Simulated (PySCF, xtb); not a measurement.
C3H5ClOSi, SMILES C=C=C(Cl)[SiH2]O.

GFN2-xTB in xtb at its own geometry gives an orbital gap of 4.40 eV and a dipole moment of 2.52 D.

Geometry optimised at B3LYP-D3(BJ)/def2-SVP. The structure was generated by enumeration, and PubChem lists no compound with its InChIKey, so it may never have been made. Other conformers were not sampled.

### Question
What does HF/def2-TZVP (PySCF) give? (An estimate is asked for; the answer gives what the named calculation found.)

### Answer
gap 12.84 eV (levels -10.19 and 2.65 eV), dipole 2.54 D.
